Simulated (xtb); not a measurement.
F$_{6}$S, charge -1, doublet, at a GFN2-xTB geometry (a state made from the parent by changing its charge; the spin is typed, not shown lowest); GFN-FF in xtb 6.7.1.

Input for xtb:
```
$ xtb mol.xyz --gfnff --chrg -1 --uhf 1 --json

# file mol.xyz
7

F      0.67469720    -0.51413191    -1.55482398
S     -0.00000000    -0.00000000    -0.00000000
F      1.44577462    -0.60277396     0.82669513
F     -0.76911961    -1.58409516     0.19006075
F     -1.44577462     0.60277396    -0.82669513
F      0.76911961     1.58409516    -0.19006075
F     -0.67469720     0.51413191     1.55482398
```

It wrote (shortened):

```
   ID    Z sym.   atoms
    1    9 F      1, 3-7
    2   16 S      2

           -------------------------------------------------
          |                Calculation Setup                |
           -------------------------------------------------

          ==================== Thresholds ====================
          CN  :   150.00000
          rep :   500.00000
          disp:  2500.00000
          HB1 :   250.00000
          HB2 :   450.00000

          Pauling EN used:
          Z : 9  EN :  3.98
          Z :16  EN :  2.58
          electric field strengths (au): 0.000

           -------------------------------------------------
          |           Force Field Initialization            |
           -------------------------------------------------

          distances ...
          ----------------------------------------
          generating topology and atomic info file ...
          pair mat ...
          computing topology distances matrix with Floyd-Warshall algo ...
          making topology EEQ charges ...
          #fragments for EEQ constrain: 1
          ----------------------------------------
          generating topology and atomic info file ...
!!!!!!!!!!!!!!!!!!!!!!!!!!!!!!!!!!!!!!!!!!!!
  warning: no bond partners for atom   1
!!!!!!!!!!!!!!!!!!!!!!!!!!!!!!!!!!!!!!!!!!!!
!!!!!!!!!!!!!!!!!!!!!!!!!!!!!!!!!!!!!!!!!!!!
  warning: no bond partners for atom   2
!!!!!!!!!!!!!!!!!!!!!!!!!!!!!!!!!!!!!!!!!!!!
!!!!!!!!!!!!!!!!!!!!!!!!!!!!!!!!!!!!!!!!!!!!
  warning: no bond partners for atom   3
!!!!!!!!!!!!!!!!!!!!!!!!!!!!!!!!!!!!!!!!!!!!
!!!!!!!!!!!!!!!!!!!!!!!!!!!!!!!!!!!!!!!!!!!!
  warning: no bond partners for atom   4
!!!!!!!!!!!!!!!!!!!!!!!!!!!!!!!!!!!!!!!!!!!!
!!!!!!!!!!!!!!!!!!!!!!!!!!!!!!!!!!!!!!!!!!!!
  warning: no bond partners for atom   5
!!!!!!!!!!!!!!!!!!!!!!!!!!!!!!!!!!!!!!!!!!!!
!!!!!!!!!!!!!!!!!!!!!!!!!!!!!!!!!!!!!!!!!!!!
  warning: no bond partners for atom   6
!!!!!!!!!!!!!!!!!!!!!!!!!!!!!!!!!!!!!!!!!!!!
!!!!!!!!!!!!!!!!!!!!!!!!!!!!!!!!!!!!!!!!!!!!
  warning: no bond partners for atom   7
!!!!!!!!!!!!!!!!!!!!!!!!!!!!!!!!!!!!!!!!!!!!
          pair mat ...
          computing topology distances matrix with Floyd-Warshall algo ...
          making topology EEQ charges ...
          #fragments for EEQ constrain: 7
          rings ...
          # BATM   0
          # H in HB   0

  atom   neighbors  erfCN metchar sp-hybrid imet pi  qest     coordinates
    1  F       0    0.96   0.00         0    0    0  -1.000    1.274993   -0.971569   -2.938191
    2  S       0    4.21   0.00         0    0    0   0.000   -0.000000   -0.000000   -0.000000
    3  F       0    0.96   0.00         0    0    0   0.000    2.732118   -1.139078    1.562227
    4  F       0    0.96   0.00         0    0    0   0.000   -1.453425   -2.993506    0.359163
    5  F       0    0.96   0.00         0    0    0   0.000   -2.732118    1.139078   -1.562227
    6  F       0    0.96   0.00         0    0    0   0.000    1.453425    2.993506   -0.359163
    7  F       0    0.96   0.00         0    0    0   0.000   -1.274993    0.971569    2.938191

          #atoms :   7
          #bonds :   0
          #angl  :   0
          #tors  :   0
          #nmol  :   7
          #optfrag :   7
           -------------------------------------------------
          |                   G F N - F F                   |
          |          A general generic force-field          |
          |                  Version 1.0.3                  |
           -------------------------------------------------
          Number of HB bonds (bound hydrogen)     0
          Number of HB bonds (unbound hydrogen)   0
          Number of XB bonds                      0

         :::::::::::::::::::::::::::::::::::::::::::::::::::::
         ::                     SUMMARY                     ::
         :::::::::::::::::::::::::::::::::::::::::::::::::::::
         :: total energy               0.080508715163 Eh    ::
         :: gradient norm              0.755248770499 Eh/a0 ::
         ::.................................................::
         :: bond energy                0.000000000000 Eh    ::
         :: angle energy               0.000000000000 Eh    ::
         :: torsion energy             0.000000000000 Eh    ::
         :: repulsion energy           0.903296074715 Eh    ::
         :: electrostat energy        -0.820227003404 Eh    ::
         :: dispersion energy         -0.002560356148 Eh    ::
         :: HB energy                  0.000000000000 Eh    ::
         :: XB energy                  0.000000000000 Eh    ::
         :: bonded atm energy          0.000000000000 Eh    ::
         :: external energy            0.000000000000 Eh    ::
         :: add. restraining           0.000000000000 Eh    ::
         :: total charge              -1.000000000000 e     ::
         :::::::::::::::::::::::::::::::::::::::::::::::::::::

           -------------------------------------------------
          |                Property Printout                |
           -------------------------------------------------

molecular dipole:
                 x           y           z       tot (Debye)
 q only:       -1.275       0.972       2.938       8.507

           -------------------------------------------------
          | TOTAL ENERGY                0.080508715163 Eh   |
          | GRADIENT NORM               0.755248770499 Eh/α |
           -------------------------------------------------
########################################################################
[WARNING] Runtime exception occurred
-1- gfnff_setup: Could not read topology file.
########################################################################

normal termination of xtb
```
